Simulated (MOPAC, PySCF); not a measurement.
C7H7F3Si, SMILES `c1c(cccc1C(F)(F)F)[SiH3]`, neutral singlet in the gas phase. 

Z-matrix (Å, degrees):
```
C
H 1 1.0927
C 1 1.3973 2 118.69
C 3 1.3995 1 120.24 2 -179.19
H 4 1.0911 3 119.88 1 179.29
C 4 1.3945 5 120.60 3 179.47
H 6 1.0923 4 119.83 5 0.23
C 6 1.3977 7 120.03 4 179.73
H 8 1.0934 6 119.10 7 0.09
C 1 1.4051 2 120.41 3 -179.49
C 3 1.5075 1 119.81 2 3.04
F 11 1.3444 3 111.82 1 -151.84
F 11 1.3447 12 107.56 3 -123.23
F 11 1.3472 12 106.93 13 -114.48
Si 10 1.8853 1 120.56 2 -1.10
H 15 1.4906 10 108.90 1 171.93
H 15 1.4916 16 109.71 9 127.36
H 15 1.4924 16 109.19 17 118.25
```
Charge 0, spin multiplicity 1.

All levels are single points at this geometry (B3LYP-D3(BJ)/def2-SVP); Pople sets use spherical d functions. Orbital energies aren't observables, and empty levels follow the basis.

HF/3-21G in PySCF gives HOMO (eV) = -9.87.

Problem. Estimate the HOMO (eV) from each of these levels: M06-2X/def2-TZVP in PySCF; PBE-D3(BJ)/def2-TZVP in PySCF; B3LYP/3-21G in PySCF; B3LYP/6-311+G** in PySCF; SVWN5/6-31G* in PySCF; HF/6-31G* in PySCF; PM3 in MOPAC; PM7 in MOPAC.

Solution. 
```
level                          HOMO (eV)
-----------------------------  ---------
M06-2X/def2-TZVP in PySCF          -8.95
PBE-D3(BJ)/def2-TZVP in PySCF      -6.85
B3LYP/3-21G in PySCF               -7.43
B3LYP/6-311+G** in PySCF           -7.66
SVWN5/6-31G* in PySCF              -6.68
HF/6-31G* in PySCF                 -9.60
PM3 in MOPAC                       -9.85
PM7 in MOPAC                      -10.30
```
